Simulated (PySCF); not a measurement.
B(CCH)(OH)2 (C2H3BO2), SMILES C#CB(O)O. The structure is a stationary point at PBE0-D3(BJ)/def2-SVP. The values are those of a single conformer.

**Question.** Give the equilibrium geometry at PBE0-D3(BJ)/def2-SVP (PySCF confirms it by a frequency run) as bond lengths and angles, and its point group. (Estimate from the structure and the level; the computed values follow.)

**Answer.** Several could match; the one computed here: point group C2v.
Atoms: B1 C2 C3 H4 O5 H6 O7 H8. Bonded distances (Å): B1–C2 1.551, B1–O5 1.355, B1–O7 1.355, C2–C3 1.217, C3–H4 1.076, O5–H6 0.961, O7–H8 0.961. Bond angles (°): C2–B1–O5 121.3, C2–B1–O7 121.3, O5–B1–O7 117.5, B1–C2–C3 180.0, C2–C3–H4 180.0, B1–O5–H6 112.3, B1–O7–H8 112.3.
Charge 0, spin multiplicity 1.
